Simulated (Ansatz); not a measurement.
Mulliken charges of ClH₂In, SMILES `[Cl][InH2]` from r2SCAN/def2-TZVPP in Ansatz (PBE0-D4/def2-TZVP geometry).

```tsv
atom	x (Å)	y (Å)	z (Å)	charge (e)
Cl1	-1.723	0.648	-0.946	-0.419
In2	0.231	-0.098	0.112	0.634
H3	0.457	-1.780	-0.048	-0.108
H4	1.091	1.170	0.861	-0.108
```

Question: By hand: the dipole of these point charges (1 e Å = 4.8032 D).

Answer: Σ q r = (0.701, -0.268, 0.380) e Å, of length 0.841 e Å = 4.04 D.

Question: How does the dipole of the full density compare? (Estimate.)

Answer: The calculation gave: (0.485, -0.185, 0.263) e Å, 2.80 D; the point charges give 1.44 times that, at 0° from its direction.

Point charges leave out the atoms' own dipoles, such as those of lone pairs, and Mulliken's split depends on the basis, so the two needn't agree.
